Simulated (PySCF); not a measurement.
BH4NO, SMILES NBO.

Geometry optimised at r2SCAN-D4/def2-TZVP. The values are those of a single conformer.

Computed with M06-2X/def2-TZVPD (PySCF).

Symmetry labels are those of the subgroup Cs that the program uses (full group Cs).

Computed valence orbital energies around the gap with their symmetry:
```
orbital  symmetry  energy (eV)
-------  --------  -----------
HOMO−7         A'       -26.37
HOMO−6         A'       -17.35
HOMO−5         A'       -15.94
HOMO−4         A'       -15.61
HOMO−3         A'       -12.36
HOMO−2         A"       -12.05
HOMO−1         A'       -10.98
HOMO           A"        -9.47
LUMO           A'         0.01
LUMO+1         A'         0.89
LUMO+2         A'         1.23
LUMO+3         A"         1.74
```
